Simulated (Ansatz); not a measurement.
Cost and result up the ladder for the cluster Rb4I3 (7 atoms). Charge 0, multiplicity 2. Geometry: PBE0-D4/def2-SVP.

Cartesian coordinates in Å:
```
Rb 0.9826 -1.0735 4.8292
Rb -2.5163 0.1780 2.0779
Rb 0.8186 2.2250 -1.2901
Rb -0.0178 -1.8236 -1.9615
I 2.2513 0.1466 -3.6221
I -2.4839 0.7519 -1.3602
I 0.9655 -0.4045 1.3268
```

Ansatz on 4 threads of Arm Neoverse V2 on a shared host. Times are rough, and most runs start from the orbitals of an earlier one. PBE0-D4/def2-TZVP serves as the yardstick here, not as an exact answer. Differences are given only for rows in sets of like size (and for xTB, whose basis is part of the method), since another set adds its own error. Binding counts from free atoms at the same level (Rb doublet, I doublet; other spins of the atoms weren't run), without zero-point energy or a counterpoise term.

In the def2 sets I, Rb take a core potential; there is no spin–orbit coupling. LC-ωPBE has ω = 0.4 bohr⁻¹. Correlated methods freeze 12 core orbitals; core or outer-core shells of Rb, I are correlated, in sets that lack core-valence functions. Another isomer (doublet) lies 0.42 eV lower at PBE0-D4/def2-TZVP; other spin states weren't run for this one.

Correlated methods converge slowly with the basis.

| level | functions | wall time | binding energy per atom (eV) | difference from PBE0-D4/def2-TZVP (eV) |
| --- | --- | --- | --- | --- |
| PBE-D4/def2-SVP | 174 | 7 s | 1.93 | – |
| PBE0-D4/def2-SVP | 174 | 15 s | 1.95 | – |
| PBE-D4/def2-TZVP (with forces) | 282 | 17 s | 1.91 | -0.03 |
| BLYP-D4/def2-TZVP | 282 | 19 s | 1.82 | -0.12 |
| LC-ωPBE/def2-TZVP | 282 | 23 s | 1.93 | 0.00 |
| PBE0-D4/def2-TZVP | 282 | 24 s | 1.93 | 0.00 |
| MP2/def2-TZVP | 282 | 26 s | 1.96 | 0.03 |
| r2SCAN-D4/def2-TZVP | 282 | 36 s | 1.96 | 0.03 |
| RPA@PBE/def2-TZVP | 282 | 47 s | 1.70 | -0.23 |
